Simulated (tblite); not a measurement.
Run record: tight-binding relaxation, `C=C(C)B(F)OCF`.

Computed with GFN2-xTB geometry optimisation, gas phase (tblite 0.8.0). Start geometry: from a force field or distance geometry. The input is one job of a driver script: a line of settings, then coordinates in Å.

Command:
```bash
OMP_NUM_THREADS=1 python probes_run.py task.json out
```

Input:
```
{"job": {"kind": "relax", "xc": "GFN2-xTB", "basis": "xTB"}, "charge": 0, "multiplicity": 1}
C     -1.719100    -1.146800    -0.767900
C     -1.038900    -0.173200    -0.180300
C     -1.387900     1.260700    -0.258900
B      0.236400    -0.562900     0.669100
F      0.660200    -1.965800     0.708900
O      1.278800     0.421500     0.918900
C      2.361600     0.160400     0.077600
F      3.397200     1.065500     0.263300
H     -1.337500    -2.167700    -0.610900
H     -2.619200    -0.956800    -1.364300
H     -2.052000     1.360400    -1.155300
H     -0.534100     1.940700    -0.342800
H     -1.981900     1.473300     0.668900
H      2.008500     0.151100    -0.986900
H      2.723600    -0.852400     0.327300
```

Problem. Give the output.

Solution. 
```
step      E/eV     max force
  0    -732.26928    3.002
  1    -732.61532    1.961
  2    -732.77169    1.871
  3    -732.84133    0.672
  4    -732.88573    0.453
  5    -732.91739    0.545
  6    -732.94319    0.470
  7    -732.97397    0.403
  8    -733.00283    0.425
  9    -733.03326    0.449
... (163 lines left out)
173    -733.59860    0.013
174    -733.59876    0.011
175    -733.59871    0.109
176    -733.59898    0.024
177    -733.59904    0.031
178    -733.59914    0.040
179    -733.59920    0.036
180    -733.59930    0.018
181    -733.59931    0.011
182    -733.59931    0.008
```

«max force» is the largest atomic force in eV/Å.

Problem. From which step on does the largest force stay under 0.1 eV/Å, and how much energy is left to gain from there?

Solution. From step 176 (0.024 eV/Å), 0.3 meV above the end.

Summary of the converged run: energy lowered by 30.7 kcal/mol over 182 steps; largest atomic force 0.008 eV/Å at the end.

Problem. Where do the atoms end?

Solution. 0.883 Å rms from the input after alignment:
```
atom  x, y, z in Å
C1    -2.0455   -1.1817   -0.3666
C2    -1.1208   -0.2226   -0.3221
C3    -1.4924    1.2229   -0.4930
B4     0.3850   -0.5727   -0.0800
F5     0.7782   -1.8468    0.0485
O6     1.3216    0.3961   -0.0337
C7     2.6533    0.1778    0.2522
F8     2.8686    0.3784    1.5864
H9    -1.7845   -2.2189   -0.2436
H10   -3.0899   -0.9632   -0.5251
H11   -2.5656    1.3411   -0.6198
H12   -0.9812    1.6347   -1.3610
H13   -1.1671    1.7923    0.3749
H14    3.2597    0.9203   -0.2828
H15    2.9763   -0.8494    0.0326
```

Time: 0.71 s. Hardware: one thread, Intel Xeon 6975P-C (x86_64), on a shared host.
Labels such as C1 count atoms from 1, the log's own numbers from 0.
